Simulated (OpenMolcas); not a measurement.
## Co IV: from CASSCF to CASPT2

| Quantity | Value |
| --- | --- |
| Program | OpenMolcas 26.06 |
| Basis | ANO-R2 [7s5p4d2f1g] |
| Scalar Hamiltonian | X2C, finite nucleus |
| Active space | 6 electrons in 5 orbitals (3d) |
| State averaging | 2S+1 = 5 even, 5 roots; 2S+1 = 3 even, 45 roots; 2S+1 = 1 even, 50 roots |
| Spin-orbit coupling | RASSI with atomic mean-field integrals over the reference wave functions, term energies averaged over their components |

Methods on the same reference wave functions:
A. CASSCF
B. SS-CASPT2, IPEA 0.25 Eh, imaginary shift 0.1 Eh (closed shells correlated: 3s 3p)
C. MS-CASPT2, IPEA 0.25 Eh, imaginary shift 0.1 Eh (closed shells correlated: 3s 3p)

Energies in cm-1 above 3d6 5D4, the measured ground level; measured values from Sugar and Corliss, J. Phys. Chem. Ref. Data 10, 1097 (1981).

```json
{"Level": "3d6 5D4", "A": "0.0", "B": "0.0", "C": "0.0", "Measured": "0.0"}
{"Level": "3d6 5D3", "A": "616", "B": "620", "C": "620", "Measured": "639"}
{"Level": "3d6 5D2", "A": "1050", "B": "1049", "C": "1049", "Measured": "1078"}
{"Level": "3d6 5D1", "A": "1329", "B": "1324", "C": "1324", "Measured": ""}
{"Level": "3d6 5D0", "A": "1467", "B": "1458", "C": "1459", "Measured": "1494"}
{"Level": "3d6 3H6", "A": "26201", "B": "24120", "C": "24120", "Measured": "23680"}
{"Level": "3d6 3H5", "A": "26518", "B": "24410", "C": "24410", "Measured": "24032"}
{"Level": "3d6 3H4", "A": "26751", "B": "24610", "C": "24610", "Measured": "24272"}
{"Level": "3d6 3P2(1)", "A": "28628", "B": "22870", "C": "22870", "Measured": "22883"}
{"Level": "3d6 3F4(1)", "A": "29980", "B": "25640", "C": "25640", "Measured": "25396"}
{"Level": "3d6 3F3(1)", "A": "30328", "B": "25950", "C": "25950", "Measured": "25736"}
{"Level": "3d6 3P1(1)", "A": "30432", "B": "24690", "C": "24680", "Measured": "24729"}
{"Level": "3d6 3F2(1)", "A": "30588", "B": "26170", "C": "26180", "Measured": "25969"}
{"Level": "3d6 3P0(1)", "A": "31177", "B": "25430", "C": "25420", "Measured": "25449"}
{"Level": "3d6 3G5", "A": "33059", "B": "29460", "C": "29460", "Measured": "29022"}
{"Level": "3d6 3G4", "A": "33641", "B": "30000", "C": "30000", "Measured": "29592"}
{"Level": "3d6 3G3", "A": "33893", "B": "30250", "C": "30250", "Measured": "29868"}
{"Level": "3d6 1I6", "A": "39478", "B": "36680", "C": "36680", "Measured": "35943"}
{"Level": "3d6 1G4(1)", "A": "41700", "B": "37580", "C": "37580", "Measured": "36683"}
{"Level": "3d6 3D1", "A": "42725", "B": "36750", "C": "36750", "Measured": ""}
{"Level": "3d6 3D2", "A": "42757", "B": "36750", "C": "36750", "Measured": ""}
{"Level": "3d6 3D3", "A": "42930", "B": "36950", "C": "36950", "Measured": "36554"}
{"Level": "3d6 1S0(1)", "A": "48424", "B": "41940", "C": "41900", "Measured": "41442"}
{"Level": "3d6 1D2(1)", "A": "51767", "B": "43400", "C": "43400", "Measured": "42342"}
```

Deviations, from unrounded energies. A percentage is the sum of absolute deviations over the sum of measured energies, with the sign that they share, or ± where signs differ.

| Against measurement | Levels | A | B | C |
| --- | --- | --- | --- | --- |
| mean absolute deviation (cm-1) | 20 | 4100 | 340 | 340 |
| fine structure of the ground term (%) | 3 | -2.4 | -2.6 | -2.6 |
| other terms of the ground configuration (%) | 17 | +16.3 | ±1.3 | ±1.3 |

B, C lie about equally close to measurement and A furthest from it. The largest miss of C in the table is 3d6 1D2(1), by +1100 cm-1. The ranking rests on the paired levels alone, and a cruder setting can come out closer through cancelling errors.

Between B and C the level of the table that moves most is 3d6 1S0(1), by 35 cm-1 (lowest in C, highest in B). Moves below CASPT2's spread within the term are not significant.

The two smallest mean deviations differ by little beside CASPT2's spread within terms, so their order carries little weight.

From A to B the spin-free energies of the other terms of 3d6 shown, above 5D, scale by factors of 0.80 to 0.93, as is usual when dynamic correlation screens the repulsion within a d or f shell.

The lowest spin-free term lies below A's lowest term by 0.496 hartree in B, 0.496 hartree in C.

CASPT2 breaks the degeneracy within a term, and the mean is taken; among the terms shown or strongly mixed into the levels shown the widest spread is 1100 cm-1 (3d6 1I, C). Without dynamic correlation excited terms often stand tens of per cent too high (terms of higher spin than the ground term too low), and those without a measured partner can miss by more than the paired ones (holds for A). The CASPT2 spread within a term exceeds the gap to the next term for 3d6 1I and 3d6 3D, so the order of their levels is uncertain (holds for C). Measured partners are found by configuration, term and J. A level has none where our copy of the source lacks it or the pairing is in doubt (some pairs that miss far off the trend of their configuration count as doubtful), and it then counts in no deviation. Only configurations of the active space appear. The table leaves out levels that lie high or whose names do not pair safely across all columns.

A number in round brackets counts repeated terms of one configuration in the order of the reference energies.
